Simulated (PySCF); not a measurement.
Start geometry of `[PH2][GeH2][CH2][GeH3]` from GFN2-xTB (Å):
```
atom  x, y, z in Å
P1     2.399   -0.121    0.859
Ge2    0.893   -0.698   -0.798
C3    -0.962   -0.851   -0.092
Ge4   -1.642    0.862    0.538
H5     1.942    1.217    0.850
H6     3.389    0.186   -0.055
H7     1.300   -2.044   -1.372
H8     0.898    0.236   -2.003
H9    -0.943   -1.555    0.762
H10   -1.594   -1.258   -0.847
H11   -0.908    1.398    1.709
H12   -3.092    0.706    0.989
H13   -1.674    1.905   -0.548
```

Task: What comes out of this run: PySCF, PBE0-D3(BJ)/def2-SVP geometry optimisation, gas phase?

Result: 
```
atom  x, y, z in Å
P1     2.5834    0.4622    0.7273
Ge2    1.0505   -0.3010   -0.8497
C3    -0.6798   -0.5463    0.0308
Ge4   -1.4474    1.0967    0.7678
H5     2.1083    1.8098    0.6992
H6     3.6016    0.7122   -0.2447
H7     1.5839   -1.6526   -1.3715
H8     0.8973    0.6682   -2.0416
H9    -0.5549   -1.2697    0.8519
H10   -1.3878   -0.9810   -0.6932
H11   -0.5632    1.6075    1.9229
H12   -2.8691    0.8363    1.3024
H13   -1.5128    2.1859   -0.3213
```

The energy falls by 4.0 kcal/mol over 8 energy and gradient evaluations, the largest force component goes from 0.0294 to 4.1e-04 Eh/bohr, and the atoms move by 0.083 Å rms after alignment. The bond that changes most is Ge4–H11 (ends: germanium bonded to C and 3 H; Ge–H hydrogen), which lengthens by 0.060 Å. Bonds longer at the end by more than 0.005 Å: 10 of 12; shorter: 2. Among the angles that change most is H7–Ge2–H8, from 104.1° to 108.8°. Rotational constants go from 3388, 883.6, 741.5 to 3258, 900.6, 745.5 MHz. The orientation of the end geometry is arbitrary; only internal coordinates are fixed.

The run used 141 basis functions and 46 SCF cycles in all. The run took 83 s of wall time on an Arm Neoverse V1 with one thread (shared host), and the process peaked at 0.58 GiB of memory.

Stationary, but not proved a minimum. One conformer, not necessarily the lowest.
